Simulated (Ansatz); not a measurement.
Diatomic NaC, multiplicity 4 (lowest of 2S+1 = 2, 4 at CCSD(T)/def2-TZVPP on PBE0 minima; our sources give no spin for the ground state, which may be another).

D_e counts from the fitted minimum to each atom's lowest state at the same level, without counterpoise.

Correlated levels freeze the inner cores; with def2 sets outer-core shells near the valence are correlated too.

Programs: Ansatz (Gaussian basis) for Hartree–Fock, density functionals and correlated methods. Values without a source in brackets are computed.

```json
[
 {"level": "SVWN5/def2-TZVPP", "bond energy D_e (eV)": "2.477"},
 {"level": "PBE/def2-TZVPP", "bond energy D_e (eV)": "2.139"},
 {"level": "r2SCAN/def2-TZVPP", "bond energy D_e (eV)": "2.203"},
 {"level": "PBE0/def2-TZVPP", "bond energy D_e (eV)": "2.028"},
 {"level": "wB97X-V/def2-TZVPP", "bond energy D_e (eV)": "1.910"},
 {"level": "wB97M-V/def2-TZVPP", "bond energy D_e (eV)": "2.019"},
 {"level": "CCSD/def2-TZVPP", "bond energy D_e (eV)": "[?]"},
 {"level": "CCSD/def2-QZVPP", "bond energy D_e (eV)": "1.925"},
 {"level": "CCSD(T)/def2-QZVPP", "bond energy D_e (eV)": "1.987"}
]
```

### Question
Fill in the missing entries.

### Answer

- CCSD/def2-TZVPP, bond energy D_e (eV): 1.856

Ansatz is an electronic-structure program.
